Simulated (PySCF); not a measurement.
# How methods differ on the excitation energy of Ir

Ir [Xe] 4f14 5d7 6s2 (4F) → Ir [Xe] 4f14 5d7 6s1 6p1 (high-spin determinant), as a difference of total energies. All numbers are calculated (PySCF 2.14, a scalar-relativistic core potential, in aug-cc-pVDZ-PP with ECP60MDF (5s5p4d2f, 54 functions)). Correlated levels: valence: 5s2 5p6 frozen. The calculations carry no spin-orbit coupling.

```
           method  excitation energy (cm⁻¹)
              UHF                     17538
    MP2 (valence)                     28380
SCS-MP2 (valence)                     30498
   CCSD (valence)                     27548
CCSD(T) (valence)                     28062
```

The determinant of the upper state mixes LS terms, which raises its energy above the lowest term, most at the Hartree-Fock and MP2 levels.
